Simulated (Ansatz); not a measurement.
`C[O][Sn][Br]` + `CC(F)(Cl)I` → `C[O][Sn][CH3]` + `FC(Cl)(Br)I` at 500 K and 1 bar (formal exchange of groups at the Sn–Br bond).

Calculated with Ansatz (gas phase, PBE0-D4/def2-TZVP geometries, no zero-point term in ΔE). CCSD(T)/CBS adds triple-zeta CCSD(T) − MP2 to the extrapolated MP2 energy (def2 sets, frozen cores). Elements past krypton have def2 core potentials. For Br, I, Sn outer-core shells are correlated without core-valence functions, which leaves a few kJ/mol of doubt a bond. Scalar relativity is left out up to krypton. Each species was taken in one conformer, which may not be the lowest.

| species | CCSD(T)/CBS energy (Eh) | H − E (kJ/mol) | S (J/(mol·K)) |
| --- | --- | --- | --- |
| `C[O][Sn][Br]` | -2902.45238 | 147.4 | 402.5 |
| `CC(F)(Cl)I` | -934.91265 | 165.0 | 391.5 |
| `C[O][Sn][CH3]` | -368.91992 | 243.0 | 411.2 |
| `FC(Cl)(Br)I` | -3468.34782 | 61.6 | 397.9 |

H − E and S are ideal-gas, rigid-rotor, harmonic terms from PBE0-D4/def2-TZVP, for one conformer and one mirror image of each species. 1 Eh = 2625.50 kJ/mol, R = 8.31446 J/(mol·K).

Q: By hand: ΔE, ΔH, ΔS and ΔG.

A: ΔE = (-368.91992) + (-3468.34782) − (-2902.45238) − (-934.91265) = 0.09729 Eh = 255.4 kJ/mol. Δ(H − E) = 243.0 + 61.6 − 147.4 − 165.0 = -7.8, so ΔH = 247.6 kJ/mol. ΔS = 411.2 + 397.9 − 402.5 − 391.5 = 15.1 J/(mol·K). ΔG = 247.6 − 500 × (15.1)/1000 = 240.0 kJ/mol.

Q: By hand: the equilibrium constant, and the temperature at which ΔG would vanish if ΔH and ΔS stayed fixed.

A: log₁₀ K = −ΔG/(RT ln 10) = -25.1. ΔG = 0 at ΔH/ΔS = 16397 K, far beyond where these terms or the molecules hold.

ΔH outweighs TΔS. A doubt of 5 kJ/mol in ΔE shifts log₁₀ K by 0.5 here. Other conformers and mirror images would add mixing entropy, several J/(mol·K) or more a flexible species. These are equilibria of isolated gas molecules and say nothing of rates. Largest T1 diagnostic: 0.017 (customary marks: 0.02 for closed shells, 0.045 for open ones).
